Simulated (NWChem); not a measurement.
Everything below was run with NWChem. System: tellurium hexafluoride (F6Te), charge 0, spin multiplicity 1, at a geometry optimised with PBE0/def2-SVP with def2 effective core potentials on Te. Level: MP2/def2-SVP with def2 effective core potentials on Te, 10 core orbitals frozen.

Input file:

```
start mol
memory heap 200 mb stack 900 mb global 1100 mb
geometry units angstroms nocenter noautoz
  F     -1.875714     0.000000     0.000000
  Te     0.000000     0.000000     0.000000
  F      0.000000     0.000000     1.875716
  F      0.000000     0.000000    -1.875716
  F      0.000000    -1.875714     0.000000
  F      0.000000     1.875714     0.000000
  F      1.875714     0.000000     0.000000
  symmetry group D2h
end
basis spherical
  * library def2-svp
end
ecp
  Te library def2-ecp
end
scf
  rhf
  nopen 0
  maxiter 100
  thresh 1e-7
  semidirect memsize 60000000 filesize 0
end
mp2
  freeze core 10
end
task mp2 energy
```

Part of the output:

```
             Northwest Computational Chemistry Package (NWChem) 7.3.0
             --------------------------------------------------------

                                NWChem Input Module
                                -------------------

 Scaling coordinates for geometry "geometry" by  1.889725989
 (inverse scale =  0.529177249)

 Turning off AUTOSYM since
 SYMMETRY directive was detected!

                             Geometry "geometry" -> ""
                             -------------------------

 Output coordinates in angstroms (scale by  1.889725989 to convert to a.u.)

  No.       Tag          Charge          X              Y              Z
 ---- ---------------- ---------- -------------- -------------- --------------
    1 F                    9.0000    -1.87571400     0.00000000     0.00000000
    2 Te                  52.0000     0.00000000     0.00000000     0.00000000
    3 F                    9.0000     0.00000000     0.00000000     1.87571600
    4 F                    9.0000     0.00000000     0.00000000    -1.87571600
    5 F                    9.0000     0.00000000    -1.87571400     0.00000000
    6 F                    9.0000     0.00000000     1.87571400     0.00000000
    7 F                    9.0000     1.87571400     0.00000000     0.00000000

 Effective nuclear repulsion energy (a.u.)    1020.3750235474

            Nuclear Dipole moment (a.u.)
            ----------------------------
        X                 Y               Z
 ---------------- ---------------- ----------------
     0.0000000000     0.0000000000     0.0000000000

      Symmetry information
      --------------------

 Group name             D2h
 Group number             26
 Group order               8
 No. of unique centers     4

      Symmetry unique atoms

     1    2    3    5


 Summary of "ao basis" -> "" (spherical)
 ------------------------------------------------------------------------------
       Tag                 Description            Shells   Functions and Types
 ---------------- ------------------------------  ------  ---------------------
 *                          def2-svp                  on all atoms

 Summary of "ao basis" -> "ao basis" (spherical)
 ------------------------------------------------------------------------------
       Tag                 Description            Shells   Functions and Types
 ---------------- ------------------------------  ------  ---------------------
 F                          def2-svp                 6       14   3s2p1d
 Te                         def2-svp                10       26   4s4p2d

                                 NWChem SCF Module
                                 -----------------

  ao basis        = "ao basis"
  functions       =   110
  atoms           =     7
  closed shells   =    39
  open shells     =     0
  charge          =   0.00
  wavefunction    = RHF
  use symmetry    = T
  symmetry adapt  = T

 Summary of "ao basis" -> "ao basis" (spherical)
 ------------------------------------------------------------------------------
       Tag                 Description            Shells   Functions and Types
 ---------------- ------------------------------  ------  ---------------------
 F                          def2-svp                 6       14   3s2p1d
 Te                         def2-svp                10       26   4s4p2d

      Symmetry analysis of basis
      --------------------------

        ag         29
        au          3
        b1g         9
        b1u        17
[...]
    90      0.231855  6 F  py               103      0.231855  7 F  px

 Vector   41  Occ=0.000000D+00  E= 1.797278D-01  Symmetry=b1u
              MO Center= -6.5D-17,  2.6D-17, -9.8D-17, r^2= 3.1D+00
   Bfn.  Coefficient  Atom+Function         Bfn.  Coefficient  Atom+Function
  ----- ------------  ---------------      ----- ------------  ---------------
    30      1.000903  2 Te pz                27      0.693101  2 Te pz
    43     -0.477275  3 F  s                 57      0.477275  4 F  s
    49      0.313730  3 F  pz                63      0.313730  4 F  pz
    24     -0.237660  2 Te pz                46     -0.224045  3 F  pz
    60     -0.224045  4 F  pz                21     -0.183240  2 Te pz

 Vector   42  Occ=0.000000D+00  E= 1.797284D-01  Symmetry=b2u
              MO Center= -2.4D-17, -4.7D-16, -1.3D-18, r^2= 3.1D+00
   Bfn.  Coefficient  Atom+Function         Bfn.  Coefficient  Atom+Function
  ----- ------------  ---------------      ----- ------------  ---------------
    29      1.000908  2 Te py                26      0.693099  2 Te py
    71      0.477278  5 F  s                 85     -0.477278  6 F  s
    76      0.313730  5 F  py                90      0.313730  6 F  py
    23     -0.237659  2 Te py                73     -0.224044  5 F  py
    87     -0.224044  6 F  py                20     -0.183240  2 Te py

 center of mass
 --------------
 x =   0.00000000 y =   0.00000000 z =   0.00000000

 moments of inertia (a.u.)
 ------------------
         954.791167978884           0.000000000000           0.000000000000
           0.000000000000         954.791167978884           0.000000000000
           0.000000000000           0.000000000000         954.790149923190

  Mulliken analysis of the total density
  --------------------------------------

    Atom       Charge   Shell Charges
 -----------   ------   -------------------------------------------------------
    1 F    9     9.43   1.99  1.13  0.85  3.29  2.17  0.01
    2 Te  24    21.41   1.77  0.26  1.03 -0.07  2.93  3.10  1.36  0.13  9.93  0.97
    3 F    9     9.43   1.99  1.13  0.85  3.29  2.17  0.01
    4 F    9     9.43   1.99  1.13  0.85  3.29  2.17  0.01
    5 F    9     9.43   1.99  1.13  0.85  3.29  2.17  0.01
    6 F    9     9.43   1.99  1.13  0.85  3.29  2.17  0.01
    7 F    9     9.43   1.99  1.13  0.85  3.29  2.17  0.01

       Multipole analysis of the density wrt the origin
       ------------------------------------------------

     L   x y z        total         open         nuclear
     -   - - -        -----         ----         -------
     0   0 0 0     -0.000000      0.000000     78.000000

     1   1 0 0     -0.000000      0.000000      0.000000
     1   0 1 0     -0.000000      0.000000      0.000000
     1   0 0 1      0.000000      0.000000      0.000000

     2   2 0 0    -44.430270      0.000000    226.153554
     2   1 1 0      0.000000      0.000000      0.000000
     2   1 0 1     -0.000000      0.000000      0.000000
     2   0 2 0    -44.430270      0.000000    226.153554
     2   0 1 1     -0.000000      0.000000      0.000000
     2   0 0 2    -44.430303      0.000000    226.154036

                   NWChem MP2 Semi-direct Energy/Gradient Module
                   ---------------------------------------------

  Basis functions       =    110
  Molecular orbitals    =    110
  Frozen core           =     10
  Frozen virtuals       =      0
  Active alpha occupied =     29
  Active beta occupied  =     29
  Active alpha virtual  =     71
  Active beta virtual   =     71
  Use MO symmetry       = T
  Use skeleton AO sym   = T

  AO/Fock/Back tols     =   1.0D-09  1.0D-09  1.0D-09

 GA uses MA = F    GA memory limited = T

 Available:
  local mem=  1.26D+08
 global mem=  1.44D+08
 local disk=  0.00D+00
  mp2_memr nvloc                    71
  nvloc new                    71
   1 passes of  29:        3145728                      77188                  38937099.
   1 passes of  29: M    126133178           G      144155000           F     122987450.

 Semi-direct pass number   1 of   1  for RHF alpha+beta  at        1.2s
  vrange nnbf                  5559
  mp2_eaftype                   148  avail_ma_in_mb                  1099
 EAF : mp2_eaftype filesize         148   19468550.
  mp2_eaf for mointskh                    148
Node 0 wrote     91.6 Mb in      0.1 s     Agg I/O rate:  1082.5 Mb/s
 Done moints_semi at        5.6s
  mp2_eaftype                   148  avail_ma_in_mb                   951
 EAF : mp2_eaftype filesize         148   19468550.
  mp2_eaf for kh                   148
 Done maket at        6.1s
 Done multipass loop at        6.1s

          -------------------------------------------
          SCF energy                -863.028086739074
          Correlation energy          -1.304042272294
          Singlet pairs               -0.752416309598
          Triplet pairs               -0.551625962696
          Total MP2 energy          -864.332129011368
          -------------------------------------------

          ---------------------------------------------------
                    Spin Component Scaled (SCS) MP2
          Same spin pairs                     -0.367750641797
          Same spin scaling factor             0.333333333333
          Opposite spin pairs                 -0.936291630497
          Opposite spin scaling fact.          1.200000000000
          SCS-MP2 correlation energy          -1.246133503862
          Total SCS-MP2 energy              -864.274220242936
          ---------------------------------------------------

 -----------------------
 Performance information
 -----------------------

 Timer overhead =  1.53D-07 seconds/call

               Nr. of calls         CPU time (s)                 Wall time (s)                GFlops
             ---------------    -------------------     ------------------------------   -------------------
Name         Min   Avg   Max    Min     Avg     Max     Min     Avg     Max   Mx/calls   Min     Max     Sum
mp2: moin     1     1     1    4.4     4.4     4.4      4.4     4.4     4.4     4.4      0.0     0.0     0.0
mp2: make     1     1     1   0.48    0.48    0.48     0.48    0.48    0.48    0.48      0.0     0.0     0.0
mp2: tota     1     1     1    5.0     5.0     5.0      5.0     5.0     5.0     5.0      0.0     0.0     0.0

 The average no. of pstat calls per process was 3.00D+00
 with a timing overhead of 4.58D-07s

 Task  times  cpu:        6.1s     wall:        6.1s

 Total times  cpu:        6.1s     wall:        6.1s
```
